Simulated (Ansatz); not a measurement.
Consider the cleavage of the Si–Si bond: `[SiH3][SiH]1[SiH2]S1` + H₂Te → `[SiH3][TeH]` + `[SiH2]1[SiH2]S1`.

Program: Ansatz. Geometries: PBE0-D4/def2-TZVP. ΔE: electronic, gas phase. CCSD(T)/CBS is the MP2 limit (def2-TZVPP, def2-QZVPP) plus CCSD(T) − MP2 in def2-TZVPP, frozen cores. Functionals use def2-TZVPP. Elements past krypton have def2 core potentials. For Te outer-core shells are correlated without core-valence functions, which leaves a few kJ/mol of doubt a bond.

(1) Is it downhill or uphill in electronic energy at CCSD(T)/CBS, and by how much? (An estimate is asked.)

(2) What do these levels give: PBE0-D4, BHLYP-D4, revPBE, r2SCAN, BHLYP, RPA@PBE/def2-TZVPP, CCSD/def2-SVP, CCSD(T)/def2-SVP, MP2/def2-QZVPP, SCS-MP2/def2-QZVPP, HF/CBS(def2), MP2/CBS(def2)? (Best estimate.)

Largest T1 diagnostic among the species: 0.014.

## Answers

(1) Computed: Downhill: ΔE = -46.9 kJ/mol.

(2) Computed: PBE0-D4 -39.6, BHLYP-D4 -46.4, revPBE -38.9, r2SCAN -42.9, BHLYP -49.5, RPA@PBE/def2-TZVPP -40.0, CCSD/def2-SVP -40.8, CCSD(T)/def2-SVP -39.2, MP2/def2-QZVPP -53.8, SCS-MP2/def2-QZVPP -52.9, HF/CBS(def2) -56.3, MP2/CBS(def2) -56.0 kJ/mol.

From BLYP to BHLYP (50 % exact exchange), in def2-TZVPP and without D4, ΔE moves by −7.2 kJ/mol. At CCSD(T), def2-SVP lies +7.7 kJ/mol from the extrapolated value and def2-TZVPP +5.6 kJ/mol.
